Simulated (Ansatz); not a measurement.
Program: Ansatz. Geometries: PBE0-D4/def2-TZVP. ΔE: electronic, gas phase. CCSD(T)/CBS is the MP2 limit (def2-TZVPP, def2-QZVPP) plus CCSD(T) − MP2 in def2-TZVPP, frozen cores. This one scheme is used for every species. Functionals use def2-TZVPP. Each species was taken in one conformer, which may not be the lowest.

Reaction (ligand exchange at the Al–C bond): `C[CH2][Al]([CH3])[CH3]` + H₂S → `C[CH2][Al]([CH3])[SH]` + CH₄

`C[CH2][Al]([CH3])[CH3]`:

Cartesian coordinates in Å:
```
C 2.193 -0.597 0.557
C 1.361 0.503 -0.099
Al -0.583 0.214 -0.182
C -1.734 1.623 -0.909
C -1.341 -1.470 0.470
H 3.264 -0.371 0.555
H 2.066 -1.558 0.049
H 1.902 -0.757 1.599
H 1.710 0.678 -1.127
H 1.537 1.463 0.406
H -2.624 1.221 -1.403
H -2.095 2.267 -0.097
H -1.214 2.273 -1.617
H -1.051 -2.299 -0.186
H -2.433 -1.462 0.520
H -0.960 -1.727 1.465
```

H₂S:

Z-matrix (Å, degrees):
```
S
H 1 1.341
H 1 1.341 2 92.3
```

`C[CH2][Al]([CH3])[SH]`:

Z-matrix (Å, degrees):
```
C
C 1 1.527
H 1 1.094 2 111.7
H 1 1.094 2 112.2 3 120.1
H 1 1.094 2 111.6 3 -119.7
Al 2 1.960 1 117.4 3 59.9
H 2 1.098 1 110.2 3 -62.9
H 2 1.098 1 110.2 3 -177.4
S 6 2.195 2 119.3 1 0.3
C 6 1.949 2 123.8 1 -179.6
H 9 1.344 6 94.1 2 -0.0
H 10 1.095 6 110.9 2 60.7
H 10 1.095 6 111.0 2 -57.6
H 10 1.092 6 112.5 2 -178.6
```

CH₄:

Z-matrix (Å, degrees):
```
C
H 1 1.090
H 1 1.090 2 109.5
H 1 1.090 2 109.5 3 -120.0
H 1 1.090 2 109.5 3 120.0
```

Question: Is it downhill or uphill in electronic energy at CCSD(T)/CBS, and by how much? (Estimate.)

Answer: Computed: Downhill: ΔE = -136.0 kJ/mol.

Question: What do these levels give: PBE-D4, B97M-V, PBE0-D4, CAM-B3LYP-D4, revPBE, BLYP, PBE0, RPA@PBE/def2-TZVPP, MP2/def2-SVP, CCSD(T)/def2-SVP, HF/def2-TZVPP, MP2/def2-TZVPP? (An estimate is asked.)

Answer: Ansatz gave: PBE-D4 -135.5, B97M-V -138.6, PBE0-D4 -137.1, CAM-B3LYP-D4 -133.3, revPBE -133.1, BLYP -131.4, PBE0 -135.8, RPA@PBE/def2-TZVPP -129.1, MP2/def2-SVP -140.9, CCSD(T)/def2-SVP -137.3, HF/def2-TZVPP -138.4, MP2/def2-TZVPP -139.3 kJ/mol.

Question: What do rigid-rotor, harmonic-oscillator terms from PBE0-D4/def2-TZVP frequencies (298.15 K, 1 bar) make of the CCSD(T)/CBS value? (Best estimate.)

Answer: Computed: ΔZPE = +12.1 kJ/mol, ΔH = -125.6 kJ/mol, ΔS = -44 J/(mol·K), ΔG = -112.4 kJ/mol. Modes under 50 cm⁻¹ make the entropy rough.

Largest T1 diagnostic among the species: 0.010.

Leaving LDA and LC-ωPBE aside and taking each functional with its dispersion term where it has one, the values, not all of them listed here, spread over 6.8 kJ/mol, from r2SCAN0-D4 to ωB97M-V. From BLYP to BHLYP (50 % exact exchange), in def2-TZVPP and without D4, ΔE moves by −4.5 kJ/mol.
